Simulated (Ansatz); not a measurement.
## What each rung costs, and what it gives

The pair of F⁻ (SMILES [F-], atom 1) and H$_{2}$O$_{2}$ (SMILES OO, atoms 2–5), both closed shells, in one local arrangement (a lower one may exist), relaxed at PBE0-D4/def2-TZVPD:

F1  (-0.285, 0.281, -1.449)
O2  (0.748, -0.554, 0.649)
O3  (-0.411, 0.223, 1.037)
H4  (0.629, -0.414, -0.339)
H5  (-0.681, 0.464, 0.102)
(Å)

Interaction energies are counterpoise-corrected; the time is that of the whole pair.

Computed with Ansatz 0.2.0 (basis: as named in each row); correlated methods freeze the cores. B3LYP uses VWN-RPA correlation. Extrapolation: Hartree–Fock as exp(−7.88 √X), correlation as X^−2.97.

Times are rough, for one single point on 2 threads of a shared host (Arm Neoverse V2).

The estimate by CCSD(T) at an estimated basis limit (MP2 extrapolated from triple and quadruple zeta, plus CCSD(T) − MP2 in triple zeta) is -2.288 eV.

```
   method        basis  time (s)  interaction energy (eV)  method less estimate
       HF       STO-3G   under 1                   -2.061                 0.226
   PBE-D4       STO-3G   under 1                   -3.136                -0.848
 B3LYP-D4        6-31G   under 1                   -2.929                -0.641
    SPW92     def2-SVP   under 1                   -2.951                -0.664
   PBE-D4     def2-SVP   under 1                   -2.545                -0.258
  PBE0-D4     def2-SVP   under 1                   -2.622                -0.335
  CCSD(T)     def2-SVP   under 1                   -2.310                -0.023
   PBE-D4  def2-TZVPPD   under 1                   -2.275                 0.013
revPBE-D4  def2-TZVPPD         1                   -2.156                 0.132
  BLYP-D4  def2-TZVPPD         1                   -2.183                 0.105
  PBE0-D4  def2-TZVPPD         1                   -2.350                -0.063
 B3LYP-D4  def2-TZVPPD         1                   -2.283                 0.004
 HSE06-D4  def2-TZVPPD         1                   -2.348                -0.060
  wB97M-V     def2-SVP         2                   -2.538                -0.250
r2SCAN-D4  def2-TZVPPD         2                   -2.379                -0.091
   B2PLYP  def2-TZVPPD         2                   -2.238                 0.050
  wB97X-V  def2-TZVPPD         3                   -2.290                -0.003
  wB97M-V  def2-TZVPPD         4                   -2.293                -0.005
   B97M-V  def2-TZVPPD         4                   -2.257                 0.031
      MP2  def2-QZVPPD         6                   -2.250                 0.037
  CCSD(T)  def2-TZVPPD        25                   -2.213                 0.075
```

T1 diagnostic: at most 0.023.
